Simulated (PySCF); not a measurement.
# Correlation energy of As³⁺ (arsenic, charge +3)

[Ar] 3d10 4s2, closed-shell 1S. Calculation: PySCF 2.14, in x2c-TZVPPall with one added diffuse shell each of s, p, d type (7s6p5d1f, 57 functions); the spin-free X2C one-electron Hamiltonian (Gaussian nucleus). Frozen: [Ar] 3d10; 2 electrons correlated.

With two correlated electrons CCSD is exact within the correlated space (frozen core and kept virtual orbitals).

```tsv
level	correlation energy (mhartree)
CCSD	-40.04
```

Diagnostics: T1 = 0.0025, D1 = 0.0036, largest double amplitude 0.098.

Problem. Is a single reference adequate?

Solution. Mostly. T1 lies below 0.03, but a double amplitude of this size points to a near-degeneracy that CCSD handles and MP2 describes poorly.
